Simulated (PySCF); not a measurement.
# Cl³⁺ (chlorine, charge +3) across methods

[Ne] 3s2 3p2, high-spin 3P determinant. All numbers are calculated (PySCF 2.14, the spin-free X2C one-electron Hamiltonian (Gaussian nucleus), in aug-cc-pCVTZ-DK (8s7p5d3f, 75 functions)).

| method | E (hartree) | mean ε 3s α (eV) | mean ε 3s β (eV) | mean ε 3p α (eV) | Σ⟨r²⟩ (bohr²) | ⟨S²⟩ |
| --- | --- | --- | --- | --- | --- | --- |
| B3LYP | -458.7846 | -61.981 | -58.503 | -47.696 | 11.47 | 2.003 |
| PBE | -458.5856 | -59.985 | -57.018 | -46.272 | 11.47 | 2.003 |
| LDA | -457.2449 | -59.893 | -57.216 | -46.157 | 11.47 | 2.001 |
| wB97M-V | -458.7489 | -64.839 | -61.416 | -50.168 | 11.52 | 2.002 |
| UHF | -458.20196 | -69.544 | -61.911 | -53.018 | 11.55 | 2.010 |
| PBE0 | -458.6177 | -62.598 | -58.628 | -48.159 | 11.47 | 2.004 |
| r2SCAN | -458.7281 | -60.942 | -57.129 | -46.900 | 11.48 | 2.006 |
| PW91 | -458.7550 | -60.055 | -57.111 | -46.349 | 11.46 | 2.003 |
| BLYP | -458.7948 | -59.727 | -57.037 | -46.031 | 11.47 | 2.002 |
